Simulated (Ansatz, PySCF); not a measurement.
Molecule: PbH$_{4}$, charge 0, multiplicity 1. SMILES: [PbH4]
Geometry from a B3LYP-D3(BJ)/def2-TZVP (Ansatz, a first-principles code) optimisation:
```
Pb
H 1 1.7601
H 1 1.7601 2 109.47
H 1 1.7601 2 109.47 3 -120.00
H 1 1.7601 2 109.47 3 120.00
```

Property: atomisation energy (electronic, to ground-state atoms), in eV. Correlated levels leave the core frozen unless marked. Open shells are spin-unrestricted. No spin-orbit coupling. The frozen core is the preceding noble-gas configuration, with the filled d and f shells of earlier blocks. Past Kr the def2 sets carry scalar-relativistic core potentials. The coupled-cluster limit lacks core correlation, which all-electron functionals hold. CBS marks a two-point X^-3 extrapolation of the correlation energy; Hartree-Fock from the larger set.

```csv
level,program,atomisation energy (eV)
BP86/def2-TZVPD,PySCF,10.09
PBE0-D4/def2-TZVP,Ansatz + dftd4,9.55
BHLYP-D4/def2-TZVPD,Ansatz + dftd4,?
r2SCANh/def2-TZVPD,Ansatz,9.67
r2SCAN0-D4/def2-TZVPD,Ansatz + dftd4,9.64
r2SCAN0/def2-TZVPD,Ansatz,9.62
HSE06-D3(BJ)/def2-TZVPD,Ansatz + dftd3,9.54
B2GP-PLYP/def2-TZVPD,Ansatz,9.41
RPA@PBE/def2-QZVPP,Ansatz,9.28
CCSDT(Q)/def2-SVP,Ansatz,8.88
"CCSD(T)/CBS(def2-TZVPPD,def2-QZVPPD)",Ansatz,?
```

Question: Some entries are withheld; supply them.

Answer: 
- BHLYP-D4/def2-TZVPD, atomisation energy (eV): 9.69
- CCSD(T)/CBS(def2-TZVPPD,def2-QZVPPD), atomisation energy (eV): 9.73
